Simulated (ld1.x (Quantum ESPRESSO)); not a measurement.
Before and after: PAW potential for N

| Item | Value |
| --- | --- |
| Element | N (Z = 7) |
| Generator | ld1.x (Quantum ESPRESSO) 7.5 |
| Type | PAW |
| Functional | PBEsol |
| Relativity | scalar-relativistic |
| Frozen core | [He] |
| Valence charge | 5 |
| Reference configuration | 2s2 2p3 |
| Partial waves | 2s (bound): rcut 1.00, rcutus 1.05 bohr; 2s channel at 3 Ry: rcut 1.00, rcutus 1.05 bohr; 2p (bound): rcut 1.80, rcutus 1.90 bohr; 2p channel at 4.8 Ry: rcut 1.80, rcutus 1.90 bohr |
| Local potential | all-electron potential smoothed inside 1.15 bohr (lloc = -1) |
| Core correction | Bessel-smoothed model core inside 0.75 bohr |
| Augmentation charge | PSQ, inside the norm-conserving radii |

All-electron outer shells of the reference configuration (PBEsol, scalar-relativistic, ld1.x):

```tsv
shell	level (eV)	outermost node (bohr)	outermost maximum (bohr)
1s	-383.09	–	0.15
2s	-18.46	0.32	1.02
2p	-7.04	–	0.98
```

Change: all radii but the core radius scaled by about 0.78 (s 0.82, p 1.48 bohr, rcut 0.78/1.40); local potential all-electron potential smoothed inside 0.90 bohr (lloc = -1).

Cutoffs: the cutoffs (Ry, on a coarse ladder) from which the occupation-weighted sum of valence levels, in a spherical-Bessel basis at the reference potential, stays within 10 and 1 mRy of its value at 400 Ry; they do not see the model core or the augmentation charge, which bear on the density cutoff. Errors are all-electron minus pseudo energies relative to the spin-unpolarised reference configuration.

Task: Predict the effect on cutoff, ghosts and configuration errors.

Result: The potential gets harder (18 Ry and 30 Ry → 45 Ry and 70 Ry); of the 7 tests that both files solve, the error grows in 5 and shrinks in 1 by more than 15 % and 0.3 meV (median size 3.7 → 8.0 meV); neither file shows a bound ghost. A smaller radius makes the pseudo-wave follow the all-electron one further in, where it bends more sharply, so more plane waves are needed.

```csv
quantity,base,changed
"cutoff, loose",18 Ry,45 Ry
"cutoff, tight",30 Ry,70 Ry
loose cutoff by channel (10 mRy a level),"s 10 Ry, p 15 Ry","s 40 Ry, p 25 Ry"
bound ghosts,none,none
"error for 2s2 2p2, meV [ΔE 13.52 eV]",+3.7,+14
"error for 2s2 2p1, meV [ΔE 42.26 eV]",+7.7,+34
"error for 2s2 2p0, meV [ΔE 89.14 eV]",-6.0,-8.0
"error for 2s0 2p5, meV [ΔE 22.90 eV]",-2.1,-1.6
"error for 2s2 2p3.3, meV [ΔE -1.60 eV]",+0.4,+1.0
"error for 2s1 2p0, meV [ΔE 166.66 eV]",-29,-34
"error for 2s1 2p4, meV [ΔE 11.43 eV]",-0.6,-0.5
lowest overlap eigenvalue by channel,"s 0.53, p 0.80","s 0.56, p 0.01"
```
